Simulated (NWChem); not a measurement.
Molecule: CH$_{6}$OTi; SMILES C[O][TiH3]

```xyz
9

Ti     0.0001     0.0001    -0.9841
O      0.0002     0.0004     0.7327
C      0.0000     0.0000     2.1229
H      0.9939    -0.2861     2.5024
H     -0.2495     1.0037     2.5026
H     -0.7448    -0.7180     2.5020
H     -1.5581     0.4621    -1.4785
H      0.3788    -1.5805    -1.4782
H      1.1794     1.1182    -1.4790
```
Atoms are numbered in this order, from 1.

All runs use the structure optimised with PBE0/def2-SVP.

List the 4 lowest vertical singlet excitations from PBE/def2-SVPD, TDA (NWChem).


| state | energy (eV) | oscillator strength | leading excitation (squared amplitude) |
|---|---|---|---|
| S1 | 3.42 | 0.000 | HOMO−1 → LUMO (0.50) |
| S2 | 3.53 | 0.001 | HOMO → LUMO (0.35) |
| S3 | 3.53 | 0.001 | HOMO → LUMO+1 (0.35) |
| S4 | 3.83 | 0.003 | HOMO−1 → LUMO+1 (0.46) |
